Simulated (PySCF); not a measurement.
## `S1C(N2BC=CC=C2)=CC=C1`, C8H8BNS

Molfile (atoms numbered from 1):
```
C8H8BNS
     RDKit          3D

 19 20  0  0  0  0  0  0  0  0999 V2000
   -0.9117    0.8807   -1.0612 B   0  0  0  0  0  0  0  0  0  0  0  0
   -2.4217    0.8238   -1.1012 C   0  0  0  0  0  0  0  0  0  0  0  0
   -3.0825   -0.0208   -0.2423 C   0  0  0  0  0  0  0  0  0  0  0  0
   -2.3697   -0.8531    0.6615 C   0  0  0  0  0  0  0  0  0  0  0  0
   -1.0050   -0.8316    0.6993 C   0  0  0  0  0  0  0  0  0  0  0  0
   -0.2675   -0.0085   -0.1114 N   0  0  0  0  0  0  0  0  0  0  0  0
    1.1341   -0.0327    0.0145 C   0  0  0  0  0  0  0  0  0  0  0  0
    2.0671   -0.0170   -0.9895 C   0  0  0  0  0  0  0  0  0  0  0  0
    3.3991   -0.0173   -0.4901 C   0  0  0  0  0  0  0  0  0  0  0  0
    3.4553   -0.0362    0.8771 C   0  0  0  0  0  0  0  0  0  0  0  0
    1.8868   -0.0348    1.5795 S   0  0  0  0  0  0  0  0  0  0  0  0
   -0.2026    1.6005   -1.7170 H   0  0  0  0  0  0  0  0  0  0  0  0
   -3.0141    1.4472   -1.7772 H   0  0  0  0  0  0  0  0  0  0  0  0
   -4.1771   -0.0761   -0.2333 H   0  0  0  0  0  0  0  0  0  0  0  0
   -2.8997   -1.5326    1.3305 H   0  0  0  0  0  0  0  0  0  0  0  0
   -0.4388   -1.4831    1.3693 H   0  0  0  0  0  0  0  0  0  0  0  0
    1.7964   -0.0165   -2.0449 H   0  0  0  0  0  0  0  0  0  0  0  0
    4.2859   -0.0151   -1.1249 H   0  0  0  0  0  0  0  0  0  0  0  0
    4.3353   -0.0558    1.5181 H   0  0  0  0  0  0  0  0  0  0  0  0
  1  2  1  0
  2  3  2  0
  3  4  1  0
  4  5  2  0
  5  6  1  0
  6  7  1  0
  7  8  2  0
  8  9  1  0
  9 10  2  0
 10 11  1  0
  6  1  1  0
 11  7  1  0
  1 12  1  0
  2 13  1  0
  3 14  1  0
  4 15  1  0
  5 16  1  0
  8 17  1  0
  9 18  1  0
 10 19  1  0
M  END
```

Method used: quadratic response CAM-B3LYP/aug-cc-pVDZ first hyperpolarisability, Taylor convention, gas phase (PySCF 2.14.0). Geometry: PBE0-D3(BJ)/def2-SVP.

Problem. Give the tensor of the second harmonic β(−2ω;ω,ω) at 1064 nm in the axes of these coordinates.

Solution. In au, Taylor convention; rows are the first index (the induced dipole):
|  | xx | yy | zz | xy | xz | yz |
| --- | --- | --- | --- | --- | --- | --- |
| x | +260.3 | +2.5 | +26.7 | -18.3 | -11.4 | -16.6 |
| y | -30.9 | -41.5 | -35.7 | -5.0 | -8.5 | +13.2 |
| z | +12.7 | +16.8 | +49.7 | -8.6 | +21.9 | -33.3 |

Norm of βᵢ = ⅓ Σⱼ (βᵢⱼⱼ + βⱼᵢⱼ + βⱼⱼᵢ): 304.0 au, hyper-Rayleigh value 122.5 au.
